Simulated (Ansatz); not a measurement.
This geometry of BrH + Cl3HOTi (8 atoms, charge 0, multiplicity 1) is a first-order saddle point.

Level of theory: Ansatz 0.2.0, RKS PBE/def2-SVP.

```xyz
8
Properties=species:S:1:pos:R:3
Ti 0.120 -0.130 0.036
O -0.125 -0.361 1.912
H -0.770 0.084 2.495
Cl 2.050 0.533 -0.732
Cl -1.097 1.699 -0.029
Cl -0.923 -1.460 -1.340
Br 1.480 -2.507 1.166
H 0.562 -1.488 2.012
```

(1) Which two structures does it join? (They come from a converged band through this point; their orientation in space is the band's.)

(2) How far does it lie above each of them?

Results:

(1) Bonds broken: Br7–H8. Bonds formed: Ti1–Br7, O2–H8. BrH + Cl3HOTi becomes BrCl3H2OTi.

Image 0:

```xyz
8
Properties=species:S:1:pos:R:3
Ti -0.257 0.180 -0.263
O -0.207 -0.628 1.329
H -0.910 -0.766 1.993
Cl 1.743 0.097 -1.130
Cl -0.915 2.245 0.022
Cl -1.709 -0.855 -1.526
Br 2.254 -2.332 2.938
H 1.298 -1.569 2.157
```

Image 6:

```xyz
8
Properties=species:S:1:pos:R:3
Ti 0.529 -0.121 0.070
O -0.696 -0.667 1.937
H -1.361 -1.311 1.616
Cl 1.734 0.167 -1.738
Cl 0.085 1.953 0.596
Cl -1.141 -1.281 -0.861
Br 2.240 -1.198 1.376
H -0.093 -1.172 2.523
```

(2) 7.5 kcal/mol above the first and 16.5 kcal/mol above the second. This is the barrier of this one path; another mechanism may lie lower. The orbitals stay closed-shell, which can raise the energy where a bond breaks towards radicals; this wasn't checked here.

The run took 3.7 min on 4 threads of Arm Neoverse V1, on a shared host, peak memory 0.27 GiB.
